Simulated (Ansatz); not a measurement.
Reaction (SMILES): [F][In]([F])[F] -> [F][In][F] + F atom (the F-In bond at the site shown breaks; other sites are not compared here)
Structures are relaxed separately at B3LYP-D3(BJ)/def2-TZVP in Ansatz (a first-principles code). A spin state is the lowest found, not a proven ground state.

Quantity: bond dissociation energy (electronic energy difference), in eV. Correlated levels leave the core frozen unless marked. Open shells are spin-unrestricted. No spin-orbit coupling. Frozen are the shells of the preceding noble gas and the d and f shells that filled before the atom's block. In def2 rows, elements after Kr have scalar-relativistic effective core potentials. CBS marks a two-point X^-3 extrapolation of the correlation energy; Hartree-Fock from the larger set. [CCSD(T)-MP2]/basis is that difference in the basis named.

```
level                                                                 program  bond dissociation energy (eV)  minus last row
-------------------------------------------------------------  --------------  -----------------------------  --------------
BHLYP-D4/def2-TZVPD                                            Ansatz + dftd4                           3.98           -0.77
r2SCAN0-D4/def2-TZVPD                                          Ansatz + dftd4                           4.11           -0.64
MP2/def2-SVP                                                           Ansatz                           4.60           -0.15
RI-MP2/CBS(def2-TZVPPD,def2-QZVPPD)                                    Ansatz                           5.10            0.35
SCS-MP2/def2-TZVPPD                                                    Ansatz                           4.77            0.02
RI-MP2/CBS(def2-TZVPPD,def2-QZVPPD)+[CCSD(T)-MP2]/def2-SVPD            Ansatz                           4.77            0.02
RI-MP2/CBS(def2-TZVPPD,def2-QZVPPD)+[CCSD(T)-MP2]/def2-TZVPPD          Ansatz                           4.75            0.00
```
